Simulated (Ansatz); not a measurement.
`CC[SiH](N)F` → `N[SiH2]CCF`  (isomerisation)

Computed with Ansatz on PBE0-D4/def2-TZVP structures; ΔE is electronic, products minus reactants. CCSD(T)/CBS is the MP2 limit (def2-TZVPP, def2-QZVPP) plus CCSD(T) − MP2 in def2-TZVPP, frozen cores. Functionals use def2-TZVPP. B3LYP here is the variant with VWN-RPA as its local correlation; programs differ in this. Each species was taken in one conformer, which may not be the lowest.

**Question.** Is it downhill or uphill in electronic energy at CCSD(T)/CBS, and by how much? (Estimate.)

**Answer.** Ansatz gave: Uphill: ΔE = +57.6 kcal/mol.

**Question.** What do these levels give: r2SCAN-D4, B3LYP-D4, B2PLYP, r2SCAN, CCSD/def2-TZVPP, MP2/CBS(def2)? (An estimate is asked.)

**Answer.** Computed: r2SCAN-D4 56.4, B3LYP-D4 55.8, B2PLYP 56.8, r2SCAN 56.3, CCSD/def2-TZVPP 56.9, MP2/CBS(def2) 59.9 kcal/mol.

Largest T1 diagnostic among the species: 0.010.

From PBE to PBE0 (25 % exact exchange), in def2-TZVPP and without D4, ΔE moves by +1.3 kcal/mol.
